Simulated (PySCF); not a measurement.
# Vertical excitation energies

Species: C7H5FO2.
SMILES: `C(Oc1ccccc1F)=O`

Computed with PySCF, TDDFT CAM-B3LYP/def2-SVPD, vertical, gas phase, core orbitals frozen in the response. Isolated species at its PBE0-D3(BJ)/def2-SVP geometry (one conformer only).

List the vertical singlet excitations with oscillator strengths and describe the spectrum.

```
state  E (eV)  ν̃ (cm⁻¹)       f  main configurations (H = HOMO, L = LUMO)
   S1    5.40      43520   0.016                  H→L (59%), H-1→L+1 (27%)
   S2    5.84      47120  0.0042                H-2→L+2 (62%), H-2→L (22%)
   S3    6.11      49290   0.021        H→L+1 (46%), H-1→L (40%), H→L (8%)
   S4    6.66      53730   0.127     H→L+2 (55%), H-1→L+1 (21%), H→L (13%)
   S5    7.02      56600   0.473                  H-1→L (49%), H→L+1 (44%)
   S6    7.14      57560   0.533     H-1→L+1 (44%), H→L+2 (32%), H→L (14%)
```

The lowest singlet comes at 230 nm (521 kJ/mol) in the ultraviolet; it is weak; its leading configuration is HOMO→LUMO (59%). The strongest level in the table is S6 at 7.14 eV (174 nm, f = 0.533). It is the last of those listed, so stronger ones may follow. Löwdin shares by element: HOMO carbon 70% or more (atoms not listed hold the other 30%); LUMO carbon 62% or more (atoms not listed hold the other 38%). Weighted by f, the mean energy of these states is 6.99 eV. The oscillator strengths of these states sum to 1.174; summed over the whole spectrum of an exact calculation they would give the number of electrons, 72 (Thomas–Reiche–Kuhn). Of the 6 states listed, 5 reach f = 0.01 and none stays under 0.0005. Singlets were solved by full linear response.
